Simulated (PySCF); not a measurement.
A calculated (wB97X, PySCF 2.14, aug-cc-pVTZ, no relativity, point nucleus) atom or ion has these occupied shells.

| shell | electrons | orbital energy (eV) | rms radius, mean of both spins (bohr) |
| --- | --- | --- | --- |
| 1s α | 1 | -7545.7 | 0.0658 |
| 1s β | 1 | -7545.7 | 0.0658 |
| 2s α | 1 | -892.32 | 0.280 |
| 2s β | 1 | -891.20 | 0.280 |
| 2p α | 3 | -773.73 | 0.250 |
| 2p β | 3 | -772.83 | 0.250 |
| 3s α | 1 | -103.32 | 0.846 |
| 3s β | 1 | -100.72 | 0.846 |
| 3p α | 3 | -67.635 | 0.902 |
| 3p β | 3 | -64.858 | 0.902 |
| 3d α | 5 | -9.551 | 1.38 |
| 3d β | 3 | -7.912 | 1.38 |
| 4s α | 1 | -6.860 | 3.42 |

Name the element and its charge.

Co (cobalt, neutral), in [Ar] 3d8 4s1, high-spin 4F determinant (an excited configuration).
